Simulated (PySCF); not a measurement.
(Z)-1,2-dichloro-1-fluoroprop-1-ene (C₃H₃Cl₂F), SMILES C/C(Cl)=C(/Cl)F. Atoms are numbered in the order given.

```xyz
9

C     -1.4950     1.6798     0.0000
C     -0.3472     0.7203     0.0000
Cl     1.2443     1.4191     0.0000
C     -0.4855    -0.6165     0.0000
F     -1.6961    -1.1787     0.0000
Cl     0.7898    -1.7653     0.0000
H     -2.4482     1.1353     0.0000
H     -1.4511     2.3280     0.8899
H     -1.4511     2.3280    -0.8899
```
Charge 0, spin multiplicity 1.

Geometry: TPSSh-D3(BJ)/def2-SVP.

Two levels are set side by side: PBE/pcSseg-1 (PySCF) and HF/pcSseg-1 (PySCF). GIAO shifts against CFCl3 (¹⁹F), HCl (³⁵Cl), TMS (¹H), TMS (¹³C) at the same level; non-relativistic, no solvent, atoms listed together averaged. Without spin–orbit terms, shifts of atoms bonded to Cl or Br come out too high at both levels. Differences are taken from unrounded values.

```json
[
 {"quantity": "δ(¹³C) of C1 (ppm)", "PBE": "23.9"},
 {"quantity": "δ(¹³C) of C2 (ppm)", "PBE": "127.1"},
 {"quantity": "δ(³⁵Cl) of Cl3 (ppm)", "PBE": "249.9"},
 {"quantity": "δ(¹³C) of C4 (ppm)", "PBE": "158.6"},
 {"quantity": "δ(¹⁹F) of F5 (ppm)", "PBE": "-99.5"},
 {"quantity": "δ(³⁵Cl) of Cl6 (ppm)", "PBE": "285.9"}
]
```

Task: These are the PBE values. What does HF give? (The exact figures need the calculation; the answer reports its results.)

Result: 
| quantity | HF | PBE minus HF |
|---|---|---|
| δ(¹³C) of C1 (ppm) | 20.8 | 3.2 |
| δ(¹³C) of C2 (ppm) | 131.4 | -4.3 |
| δ(³⁵Cl) of Cl3 (ppm) | 146.0 | 103.9 |
| δ(¹³C) of C4 (ppm) | 157.8 | 0.8 |
| δ(¹⁹F) of F5 (ppm) | -75.1 | -24.5 |
| δ(³⁵Cl) of Cl6 (ppm) | 203.0 | 82.9 |

Rough cost on one machine, each run with all the roots and properties that it gave: HF against PBE within a factor of 2.
